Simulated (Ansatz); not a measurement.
Relaxation of the cluster PtSe2⁺ with UKS PBE-D4/def2-TZVP.

```sh
$ ansatz run in.yaml --threads 4 --pin off --events-out ev --progress --plain --max-ram 3916MiB
```

```yaml
crystal:
  periodic: [false, false, false]
  atoms:
    - {symbol: Pt, position_ang: [0.242800, 1.316650, 0.233350]}
    - {symbol: Se, position_ang: [0.018920, -0.491590, -1.200500]}
    - {symbol: Se, position_ang: [-0.261720, -0.825060, 0.967160]}
basis:
  gaussian: {orbitals: def2-TZVP}
total_charge: 1
magnetization: {spin_polarized: true, initial_magnetization: 1}
hamiltonian: {xc: pbe, dispersion: d4}
scf: {lower_state_search: "off"}
output: {orbitals: {seedname: orbitals}}
relax: {f_tol: 0.02, max_steps: 100}
```

It took 5.5 s on 4 threads of Arm Neoverse V2 on a shared host.

Positions (Å) and forces (eV/Å) at steps 1, 2, 3 of 3:

```xyz
3
step=1 energy=-133922.0190 eV
Pt    0.243    1.317    0.233    0.228    1.238    0.224
Se    0.019   -0.492   -1.200    0.047   -0.431   -1.365
Se   -0.262   -0.825    0.967   -0.275   -0.808    1.141
3
step=2 energy=-133922.0761 eV
Pt    0.249    1.350    0.239   -0.036   -0.195   -0.033
Se    0.019   -0.504   -1.230    0.007    0.084    0.098
Se   -0.268   -0.846    0.991    0.029    0.111   -0.065
3
step=3 energy=-133922.0772 eV
Pt    0.248    1.344    0.238   -0.001   -0.004    0.000
Se    0.020   -0.502   -1.229    0.000    0.001   -0.001
Se   -0.268   -0.842    0.990    0.000    0.002    0.001
```

In the def2 sets Pt takes a core potential; there is no spin–orbit coupling. The relaxation made no stability test and no search for a lower SCF solution. The structure comes from a short search, and lower isomers may exist.
